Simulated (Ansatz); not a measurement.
Basis sets compared for `c1ccc(-c2ccc(-c3ccc(-c4ccc(-c5ccc(-c6ccc(-c7ccccc7)cc6)cc5)cc4)cc3)cc2)cc1`. The state is a singlet with charge 0. Geometry PBE-D4/def2-SVP. Ansatz on 2 threads of AMD EPYC 7R13 on a shared host and a share (18 GiB) of an NVIDIA H100 80GB HBM3; times are rough, and most runs start from earlier orbitals.

Cartesian coordinates in Å:
```
C 0.718 -14.037 3.336
C 1.660 -13.136 3.860
C 1.590 -11.774 3.537
C 0.577 -11.280 2.681
C 0.504 -9.839 2.339
C 0.081 -9.410 1.060
C 0.014 -8.052 0.736
C 0.361 -7.055 1.678
C 0.288 -5.617 1.336
C 0.574 -5.156 0.030
C 0.507 -3.798 -0.292
C 0.145 -2.830 0.673
C 0.072 -1.391 0.331
C -0.273 -0.962 -0.971
C -0.339 0.396 -1.295
C -0.071 1.394 -0.331
C -0.144 2.833 -0.673
C -0.602 3.787 0.265
C -0.675 5.144 -0.059
C -0.287 5.615 -1.335
C -0.361 7.054 -1.677
C -1.393 7.877 -1.169
C -1.463 9.235 -1.494
C -0.504 9.838 -2.339
C -0.578 11.279 -2.682
C -0.159 11.749 -3.949
C -0.228 13.110 -4.273
C -0.720 14.036 -3.338
C -1.141 13.586 -2.076
C -1.070 12.225 -1.752
C 0.528 9.016 -2.845
C 0.598 7.657 -2.523
C 0.174 4.662 -2.271
C 0.241 3.304 -1.949
C 0.271 0.966 0.972
C 0.343 -0.392 1.294
C -0.143 -3.292 1.979
C -0.072 -4.649 2.302
C 0.781 -7.485 2.958
C 0.853 -8.843 3.280
C -0.363 -12.201 2.161
C -0.293 -13.562 2.485
H 0.773 -15.106 3.590
H 2.464 -13.497 4.520
H 2.351 -11.082 3.931
H -0.182 -10.158 0.296
H -0.334 -7.754 -0.265
H 0.894 -5.876 -0.739
H 0.777 -3.476 -1.309
H -0.530 -1.708 -1.738
H -0.645 0.693 -2.310
H -0.926 3.452 1.262
H -1.023 5.862 0.699
H -2.178 7.433 -0.538
H -2.303 9.835 -1.113
H 0.201 11.030 -4.701
H 0.096 13.449 -5.270
H -0.775 15.105 -3.592
H -1.519 14.304 -1.330
H -1.376 11.889 -0.749
H 1.315 9.459 -3.474
H 1.436 7.056 -2.905
H 0.468 4.992 -3.279
H 0.618 2.590 -2.697
H 0.523 1.715 1.738
H 0.653 -0.686 2.308
H -0.466 -2.575 2.748
H -0.339 -4.974 3.319
H 1.076 -6.737 3.710
H 1.169 -9.140 4.292
H -1.177 -11.837 1.516
H -1.044 -14.257 2.077
```

Single mean-field runs in def2-SVP, def2-mTZVP are fitted with def2-universal-jkfit.

Binding counts from free atoms (C triplet, H doublet) in the same basis, without a counterpoise term.

```
             level  functions  energy (Eh)  HOMO (eV)  LUMO (eV)  binding per atom (eV)  wall time
         HF/STO-3G        240   -1588.4084      -5.40       4.76                   4.56        7 s
       HF/def2-SVP        738   -1606.8010      -7.25       1.49                   4.05      9.5 s
r2SCAN-D4/def2-SVP        738   -1616.5219      -5.26      -2.40                   5.47       11 s
```

Estimate the rows for r2SCAN-D4/def2-mTZVP.


```
               level  functions  energy (Eh)  HOMO (eV)  LUMO (eV)  binding per atom (eV)  wall time
r2SCAN-D4/def2-mTZVP        888   -1618.1057      -5.23      -2.39                   5.35       14 s
```
